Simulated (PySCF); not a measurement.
C6H7, SMILES [C]1=CCCC=C1, multiplicity 2.

Geometry: PBE-D3(BJ)/def2-SVP. The isomer is the one that the SMILES or the coordinates give; other isomers of the formula were not compared. One conformer was computed; it need not be the lowest.

All values below come from PBE/def2-TZVP (PySCF).

Gas-phase values at a fixed geometry.

```json
{
 "total_energy": "-232.50049 hartree",
 "α spin, highest occupied and lowest empty level": "-5.16 and -1.89 eV",
 "β spin, highest occupied and lowest empty level": "-5.23 and -3.07 eV",
 "dipole_moment": "0.300 e·Å",
 "quadrupole, principal values (traceless, Buckingham form, about the centre of nuclear charge)": "-3.70, -1.17, 4.87 D·Å",
 "mean_static_polarisability": "70.1 bohr³ (10.38 Å³)",
 "polarisability_principal_values": "49.6, 77.7, 82.9 bohr³",
 "⟨S²⟩": "0.760 (pure state 0.75)"
}
```
